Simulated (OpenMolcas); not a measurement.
# Multiconfigurational calculation on Mo²⁺

Input:

```
&GATEWAY
Coord
1

Mo 0.0 0.0 0.0
Basis=ANO-RCC-VDZP
Group=XYZ
NoMove
AngMom=0.0 0.0 0.0
AMFI
&SEWARD
Relativistic=R03O02
* reference wave functions (RASSCF and RASSI steps not shown): 4 electrons in 5 orbitals (4d)
>>> COPY JOB001 $Project.JobIph
&CASPT2
Multistate=5 1 2 3 4 5
NoMult
Frozen=8 6
IPEA=0.5
Imaginary=0.5
MaxIter=60
WThr=0.0 0.3 0.05
PrWF=0.5
NoMix
>>> COPY JOB002 $Project.JobIph
&CASPT2
Multistate=35 1 2 3 4 5 6 7 8 9 10 11 12 13 14 15 16 17 18 19 20 21 22
23 24 25 26 27 28 29 30 31 32 33 34 35
NoMult
Frozen=8 6
IPEA=0.5
Imaginary=0.5
MaxIter=60
WThr=0.0 0.3 0.05
PrWF=0.5
NoMix
>>> COPY JOB003 $Project.JobIph
&CASPT2
Multistate=28 1 2 3 4 5 6 7 8 9 10 11 12 13 14 15 16 17 18 19 20 21 22
23 24 25 26 27 28
NoMult
Frozen=8 6
IPEA=0.5
Imaginary=0.5
MaxIter=60
WThr=0.0 0.3 0.05
PrWF=0.5
NoMix
```

Launched by
```bash
OMP_NUM_THREADS=1 MOLCAS_MEM=2252 MOLCAS_PROJECT=a pymolcas a.inp > a.log  # once for each step of the input, in one work folder
```

Output, cut to the results:

```
--- CASPT2 ---
Orbital specifications:
      -----------------------

      Symmetry species                           1   2
                                                ag  au
      Frozen orbitals                            8   6
      Inactive orbitals                          1   3
      Active orbitals                            5   0
      Secondary orbitals                         7  13
      Deleted orbitals                           0   0
      Number of basis functions                 21  22
Type of calculation                        SS-CASPT2
      Fock operator                              state-specific
      IPEA shift                                 0.50
      Real shift                                 0.00
      Imaginary shift                            0.50
      The input orbitals will be transformed to quasi-canonical
Reference energy:       -4045.4838108431
      E2 (Non-variational):      -0.2230218599
      Shift correction:          -0.0031160019
      E2 (Variational):          -0.2261378618
      Total energy:           -4045.7099487049
      Residual norm:              0.0000001452
      Reference weight:           0.95197
      Contributions to the CASPT2 correlation energy
      Active & Virtual Only:         -0.0301289942
      One Inactive Excited:          -0.1043625807
      Two Inactive Excited:          -0.0885302850
Reference energy:       -4045.4838108431
      E2 (Non-variational):      -0.2229959343
      Shift correction:          -0.0031144464
      E2 (Variational):          -0.2261103806
      Total energy:           -4045.7099212238
      Residual norm:              0.0000001445
      Reference weight:           0.95198
      Contributions to the CASPT2 correlation energy
      Active & Virtual Only:         -0.0301289383
      One Inactive Excited:          -0.1043365007
      Two Inactive Excited:          -0.0885304953
::    CASPT2 Root  1     Total energy:  -4045.70994870
::    CASPT2 Root  2     Total energy:  -4045.70992122
::    CASPT2 Root  3     Total energy:  -4045.70989193
::    CASPT2 Root  4     Total energy:  -4045.70995258
::    CASPT2 Root  5     Total energy:  -4045.70991841
--- CASPT2 ---
Orbital specifications:
      -----------------------

      Symmetry species                           1   2
                                                ag  au
      Frozen orbitals                            8   6
      Inactive orbitals                          1   3
      Active orbitals                            5   0
      Secondary orbitals                         7  13
      Deleted orbitals                           0   0
      Number of basis functions                 21  22
Type of calculation                        SS-CASPT2
      Fock operator                              state-specific
      IPEA shift                                 0.50
      Real shift                                 0.00
      Imaginary shift                            0.50
      The input orbitals will be transformed to quasi-canonical
Reference energy:       -4045.4159728176
      E2 (Non-variational):      -0.2255967987
      Shift correction:          -0.0033289331
      E2 (Variational):          -0.2289257318
      Total energy:           -4045.6448985494
      Residual norm:              0.0000001769
      Reference weight:           0.95073
      Contributions to the CASPT2 correlation energy
      Active & Virtual Only:         -0.0292847256
      One Inactive Excited:          -0.1113738105
      Two Inactive Excited:          -0.0849382626
Reference energy:       -4045.4159728176
      E2 (Non-variational):      -0.2254557142
      Shift correction:          -0.0033134976
      E2 (Variational):          -0.2287692118
      Total energy:           -4045.6447420294
      Residual norm:              0.0000001668
      Reference weight:           0.95080
      Contributions to the CASPT2 correlation energy
      Active & Virtual Only:         -0.0291984642
      One Inactive Excited:          -0.1113385575
      Two Inactive Excited:          -0.0849186925
::    CASPT2 Root  1     Total energy:  -4045.64489855
::    CASPT2 Root  2     Total energy:  -4045.64474203
::    CASPT2 Root  3     Total energy:  -4045.64505013
::    CASPT2 Root  4     Total energy:  -4045.64483857
::    CASPT2 Root  5     Total energy:  -4045.64508722
::    CASPT2 Root  6     Total energy:  -4045.64478191
::    CASPT2 Root  7     Total energy:  -4045.64491095
::    CASPT2 Root  8     Total energy:  -4045.64489197
::    CASPT2 Root  9     Total energy:  -4045.64479855
::    CASPT2 Root 10     Total energy:  -4045.64474635
::    CASPT2 Root 11     Total energy:  -4045.64487808
::    CASPT2 Root 12     Total energy:  -4045.64409063
::    CASPT2 Root 13     Total energy:  -4045.64410148
::    CASPT2 Root 14     Total energy:  -4045.64408845
::    CASPT2 Root 15     Total energy:  -4045.63944310
::    CASPT2 Root 16     Total energy:  -4045.63958606
::    CASPT2 Root 17     Total energy:  -4045.63961827
::    CASPT2 Root 18     Total energy:  -4045.63976648
::    CASPT2 Root 19     Total energy:  -4045.63911306
::    CASPT2 Root 20     Total energy:  -4045.63912174
::    CASPT2 Root 21     Total energy:  -4045.63993562
::    CASPT2 Root 22     Total energy:  -4045.63273682
::    CASPT2 Root 23     Total energy:  -4045.63241824
::    CASPT2 Root 24     Total energy:  -4045.63264073
::    CASPT2 Root 25     Total energy:  -4045.63268948
::    CASPT2 Root 26     Total energy:  -4045.63253754
::    CASPT2 Root 27     Total energy:  -4045.63260437
::    CASPT2 Root 28     Total energy:  -4045.63272703
::    CASPT2 Root 29     Total energy:  -4045.63267885
::    CASPT2 Root 30     Total energy:  -4045.63229388
--- CASPT2 ---
Orbital specifications:
      -----------------------

      Symmetry species                           1   2
                                                ag  au
      Frozen orbitals                            8   6
...
```

Levels above the lowest, from the spin-orbit matrix with the single-state CASPT2 energies, averaged by term, on its diagonal:

| Configuration | Term | J | E (eV) | Measured (eV) | g | Term weight % | Second |
| --- | --- | --- | --- | --- | --- | --- | --- |
| 4d4 | 5D | 0 | 0.0000 | 0.0000 |  | 98 |  |
| 4d4 | 5D | 1 | 0.0294 | 0.0300 | 1.501 | 99 |  |
| 4d4 | 5D | 2 | 0.0823 | 0.0829 | 1.500 | 99 |  |
| 4d4 | 5D | 3 | 0.1525 | 0.1518 | 1.500 | 100 |  |
| 4d4 | 5D | 4 | 0.2363 | 0.2321 | 1.499 | 99 |  |
| 4d4 | 3P | 0 | 1.664 | 1.3823 |  | 95 | 3 1S |
| 4d4 | 3H | 4 | 1.823 | 1.5721 | 0.837 | 87 | 6 3G |
| 4d4 | 3P | 1 | 1.830 | 1.5511 | 1.494 | 98 |  |
| 4d4 | 3H | 5 | 1.895 | 1.6460 | 1.044 | 94 | 6 3G |
| 4d4 | 3H | 6 | 1.962 | 1.7124 | 1.164 | 98 |  |
| 4d4 | 3F | 3 | 2.015 | 1.7294 | 1.005 | 76 | 24 3G |
| 4d4 | 3F | 2 | 2.024 | 1.7269 | 0.673 | 98 |  |
| 4d4 | 3F | 4 | 2.054 | 1.7725 | 1.186 | 77 | 12 3G |
| 4d4 | 3P | 2 | 2.074 | 1.7801 | 1.492 | 97 | 2 3D |
| 4d4 | 3G | 3 | 2.256 | 1.9678 | 0.830 | 76 | 24 3F |
| 4d4 | 3G | 4 | 2.301 | 2.0188 | 1.070 | 79 | 13 3F |
| 4d4 | 3G | 5 | 2.348 | 2.0723 | 1.190 | 94 | 6 3H |
| 4d4 | 3D | 3 | 2.754 | 2.4162 | 1.334 | 100 |  |
| 4d4 | 3D | 2 | 2.767 | 2.4272 | 1.164 | 94 | 4 1D |
| 4d4 | 1I | 6 | 2.781 | 2.5157 | 1.003 | 98 |  |
| 4d4 | 3D | 1 | 2.795 |  | 0.506 | 99 |  |
| 4d4 | 1G | 4 | 2.829 | 2.5555 | 1.009 | 90 | 6 3F |
| 4d4 | 1S | 0 | 3.101 | 2.8504 |  | 97 | 3 3P |

Against the 21 measured excited levels shown (Sugar and Musgrove, J. Phys. Chem. Ref. Data 17, 155 (1988)) the mean absolute deviation is 1800 cm-1; the largest miss in energy is 4d4 3D2: computed 2.767, measured 2.4272 eV (+14.0 %), and the largest in proportion 4d4 3P0 (+20.3 %).

CASPT2 does not keep the components of a term degenerate, so their means are used; among the terms shown or strongly mixed into the levels shown the widest spread is 310 cm-1 (4d4 1G). Levels of configurations with an s electron are missing; early in the row they begin among the upper levels of the d shell and mix with terms of their name. Terms from blocks run as CI alone lack orbitals of their own. The CASPT2 spread within a term exceeds the gap to the next term for 4d4 1G and 4d4 3D, 4d4 3D and 4d4 1I, so the order of their levels is uncertain. Some terms miss by over 15 % even with CASPT2, which points to a basis or an active space too small for the shells correlated. Measured partners are found by configuration, term and J. A level has none where our copy of the source lacks it or the pairing is in doubt (some pairs that miss far off the trend of their configuration count as doubtful), and it then counts in no deviation. Levels of configurations outside the active space are missing. The first state left out of the spin-orbit step lies near 34000 cm-1 above the lowest spin-free state of the reference (among the parities and spins computed), and the list stops at four fifths of that energy or lower.

The CASPT2 steps took 4.7 s on 1 thread of Arm Neoverse V1, with other jobs on the host; the integral step is not counted.

The term weight is that of the spin-free term in the level, not the purity of its configuration.
